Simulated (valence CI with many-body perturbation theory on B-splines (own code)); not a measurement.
**Br²¹⁺: calculated level list**

Method: valence CI with perturbative core correlation (CI+MBPT): four valence electrons over a frozen Dirac-Fock core [Ne], radial functions for each j: 11 s, 11 p, 10 d, 8 f, 5 g, 2 h, with the one-electron correlation potential Σ1 (screened to all orders), the two-electron term Σ2, the three-electron term Σ3, Breit, model QED; selected single and double excitations, second order for the rest, scaled by the run's own slope (own B-spline code, finite nucleus).

No measured spectrum was set against this ion. As an estimate, levels of excited configurations hold to 0.05 to 0.15 % of their energy, terms of the ground configuration to about 0.5 %. Among the levels kept, up to 800 cm⁻¹ of a level comes from second order outside the variational space, and about a tenth of that is noise between levels of different J, which matters for small intervals.

Levels 91 to 135 of 173, with energies above the lowest level, 3s²3p² ³P_0. "Leading %" is the weight of the configuration and term that name the level; weights of strongly mixed levels are sums over their largest components and can fall short. In the jj column 3d3/2^4 stands for four electrons in 3d with j = 3/2. Lifetimes count E1, E2, E3, M1 and M2 decay at the calculated energies, and are blank where another channel may lead or the interval is too uncertain; long ones can be off by a factor of two.

| No. | Configuration | Term | J | E (cm⁻¹) | Leading % | Lifetime | Leading jj | g |
| --- | --- | --- | --- | --- | --- | --- | --- | --- |
| 91 | 3s3p²3d | ¹D | 2 | 1651000 | 72 | 4.83 ps | 3s 3p3/2^2 3d5/2 (30 %) | 1.015 |
| 92 | 3s²3d² | ³P | 0 | 1667800 | 77 | 4.92 ps | 3s^2 3d3/2^2 (52 %) |  |
| 93 | 3s²3d² | ³P | 1 | 1672400 | 78 | 5.10 ps | 3s^2 3d3/2 3d5/2 (78 %) | 1.497 |
| 94 | 3s²3d² | ³P | 2 | 1677600 | 51 | 4.99 ps | 3s^2 3d3/2 3d5/2 (52 %) | 1.346 |
| 95 | 3s²3d² | ¹G | 4 | 1677700 | 81 | 9.12 ps | 3s^2 3d3/2 3d5/2 (59 %) | 1.001 |
| 96 | 3s²3d² | ¹D | 2 | 1691100 | 48 | 5.42 ps | 3s^2 3d5/2^2 (64 %) | 1.123 |
| 97 | 3p³3d | ³F° | 2 | 1720100 | 48 | 41.5 ps | 3p1/2^2 3p3/2 3d3/2 (61 %) | 0.864 |
| 98 | 3p³3d | ³F° | 3 | 1734500 | 38 | 25.8 ps | 3p1/2^2 3p3/2 3d3/2 (39 %) | 1.228 |
| 99 | 3p³3d | ¹S° | 0 | 1736500 | 45 | 40.0 ps | 3p1/2^2 3p3/2 3d3/2 (55 %) |  |
| 100 | 3p³3d | ⁵D° | 1 | 1753600 | 72 | 15.0 ps | 3p1/2^2 3p3/2 3d3/2 (60 %) | 1.362 |
| 101 | 3p³3d | ⁵D° | 4 | 1758600 | 53 | 19.5 ps | 3p1/2^2 3p3/2 3d5/2 (57 %) | 1.352 |
| 102 | 3p³3d | ³D° | 2 | 1762700 | 42 | 21.0 ps | 3p1/2^2 3p3/2 3d5/2 (46 %) | 1.314 |
| 103 | 3p³3d | ⁵D° | 0 | 1765500 | 65 | 17.8 ps | 3p1/2 3p3/2^2 3d3/2 (64 %) |  |
| 104 | 3p³3d | ⁵D° | 2 | 1769300 | 40 | 21.1 ps | 3p1/2 3p3/2^2 3d3/2 (76 %) | 1.147 |
| 105 | 3p³3d | ³D° | 1 | 1774100 | 67 | 29.4 ps | 3p1/2 3p3/2^2 3d3/2 (60 %) | 0.629 |
| 106 | 3p³3d | ³F° | 3 | 1774300 | 33 | 34.5 ps | 3p1/2 3p3/2^2 3d3/2 (53 %) | 1.220 |
| 107 | 3p³3d | ⁵D° | 3 | 1788400 | 52 | 18.4 ps | 3p1/2 3p3/2^2 3d5/2 (52 %) | 1.318 |
| 108 | 3p³3d | ³F° | 4 | 1791400 | 53 | 32.0 ps | 3p1/2 3p3/2^2 3d5/2 (47 %) | 1.303 |
| 109 | 3p³3d | ³G° | 3 | 1792500 | 48 | 40.8 ps | 3p1/2 3p3/2^2 3d5/2 (28 %) | 0.911 |
| 110 | 3s²3d² | ¹S | 0 | 1793500 | 78 | 4.73 ps | 3s^2 3d5/2^2 (55 %) |  |
| 111 | 3p³3d | ³G° | 4 | 1810400 | 56 | 39.7 ps | 3p1/2 3p3/2^2 3d5/2 (50 %) | 1.120 |
| 112 | 3p³3d | ³G° | 5 | 1823900 | 75 | 52.1 ps | 3p1/2 3p3/2^2 3d5/2 (75 %) | 1.198 |
| 113 | 3s3p3d² | ⁵G° | 2 | 1834100 | 93 | 41.8 ps | 3s 3p1/2 3d3/2^2 (58 %) | 0.365 |
| 114 | 3p³3d | ¹D° | 2 | 1847200 | 47 | 30.3 ps | 3p1/2 3p3/2^2 3d3/2 (29 %) | 1.017 |
| 115 | 3s3p3d² | ⁵G° | 3 | 1847200 | 93 | 41.6 ps | 3s 3p1/2 3d3/2 3d5/2 (50 %) | 0.928 |
| 116 | 3p³3d | ³D° | 1 | 1851000 | 52 | 15.2 ps | 3p1/2^2 3p3/2 3d5/2 (37 %) | 0.760 |
| 117 | 3p³3d | ¹G° | 4 | 1851400 | 77 | 25.4 ps | 3p1/2 3p3/2^2 3d3/2 (45 %) | 1.046 |
| 118 | 3p³3d | ³P° | 1 | 1864600 | 23 | 14.4 ps | 3p1/2 3p3/2^2 3d3/2 (26 %) | 1.517 |
| 119 | 3s3p3d² | ⁵G° | 4 | 1864800 | 92 | 41.0 ps | 3s 3p1/2 3d3/2 3d5/2 (51 %) | 1.158 |
| 120 | 3p³3d | ³P° | 0 | 1874900 | 66 | 21.9 ps | 3p1/2 3p3/2^2 3d5/2 (34 %) |  |
| 121 | 3p³3d | ³P° | 2 | 1884400 | 60 | 8.69 ps | 3p1/2 3p3/2^2 3d5/2 (36 %) | 1.440 |
| 122 | 3s3p3d² | ⁵G° | 5 | 1888500 | 91 | 39.7 ps | 3s 3p3/2 3d3/2 3d5/2 (42 %) | 1.272 |
| 123 | 3p³3d | ³S° | 1 | 1893500 | 25 | 12.4 ps | 3p1/2 3p3/2^2 3d5/2 (35 %) | 1.663 |
| 124 | 3p³3d | ³P° | 1 | 1900600 | 36 | 10.3 ps | 3p1/2 3p3/2^2 3d3/2 (36 %) | 1.123 |
| 125 | 3p³3d | ³D° | 2 | 1901800 | 38 | 16.0 ps | 3p1/2 3p3/2^2 3d5/2 (49 %) | 1.240 |
| 126 | 3p³3d | ³F° | 2 | 1915200 | 61 | 20.3 ps | 3p1/2 3p3/2^2 3d3/2 (43 %) | 0.719 |
| 127 | 3p³3d | ³D° | 3 | 1915600 | 27 | 17.3 ps | 3s 3p1/2 3d3/2 3d5/2 (36 %) | 1.320 |
| 128 | 3p³3d | ³F° | 3 | 1916900 | 59 | 17.8 ps | 3p1/2 3p3/2^2 3d5/2 (35 %) | 1.075 |
| 129 | 3s3p3d² | ⁵D° | 0 | 1919300 | 97 | 16.5 ps | 3s 3p1/2 3d3/2^2 (36 %) |  |
| 130 | 3s3p3d² | ⁵D° | 1 | 1919700 | 69 | 15.2 ps | 3s 3p1/2 3d3/2 3d5/2 (61 %) | 1.221 |
| 131 | 3s3p3d² | ⁵D° | 2 | 1924400 | 44 | 14.6 ps | 3s 3p1/2 3d3/2 3d5/2 (56 %) | 1.278 |
| 132 | 3s3p3d² | ⁵G° | 6 | 1924800 | 100 | 45.5 ps | 3s 3p3/2 3d5/2^2 (76 %) | 1.332 |
| 133 | 3s3p3d² | ⁵F° | 1 | 1931500 | 70 | 9.10 ps | 3s 3p1/2 3d3/2^2 (40 %) | 0.449 |
| 134 | 3s3p3d² | ⁵F° | 3 | 1934400 | 29 | 13.8 ps | 3s 3p1/2 3d3/2 3d5/2 (33 %) | 1.295 |
| 135 | 3s3p3d² | ⁵F° | 2 | 1940400 | 51 | 9.89 ps | 3s 3p1/2 3d3/2 3d5/2 (34 %) | 1.260 |

Names give the largest LS component (configuration and term), which can be under half, so a name can repeat, a term be missing and a line seem to break the LS rules; names also repeat where a configuration has a term twice.

Where two levels of one J and parity lie close, their mixing, g and order are uncertain.
